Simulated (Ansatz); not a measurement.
# CHSnZn: where a starting geometry ends

The starting geometry of this gas-phase doublet was optimised with GFN2-xTB.

```xyz
4

C    -2.3279   -1.6086   -0.6972
Sn   -0.8838   -1.3086    0.5900
Zn    0.3425   -2.4287   -1.3439
H    -3.3462   -1.5669   -1.0479
```

Task: Predict what it relaxes into with r2SCAN-D4/def2-SVP.

Result: A new bond forms, giving a structure given below by its coordinates. Distances that change by over a tenth: Sn2–Zn3 (2.55 → 3.35 Å). Contacts that close: C1–Zn3 (2.87 → 1.96 Å).

The energy falls by 0.73 eV over 11 steps:

| step | E − E(last) (eV) |
| --- | --- |
| 1 | 0.732 |
| 2 | 0.558 |
| 3 | 0.411 |
| 4 | 0.245 |
| 5 | 0.146 |
| 7 | 0.014 |
| 8 | 0.001 |
| 9 | 0.000 |
| 10 | 0.000 |
| 11 | 0.000 |

Final geometry (Å):

```xyz
4

C    -1.8181   -1.6720   -0.6145
Sn   -1.1317   -1.0204    1.1192
Zn   -0.5003   -2.4774   -1.8263
H    -2.7653   -1.7429   -1.1774
```

No frequencies were run, so the end isn't proven a minimum. Open shells are spin-unrestricted. Atoms past krypton carry core potentials, without spin–orbit terms. Run with Ansatz 0.2.0, 4.5 min on 1 thread of AMD EPYC (Zen 3) (shared host).
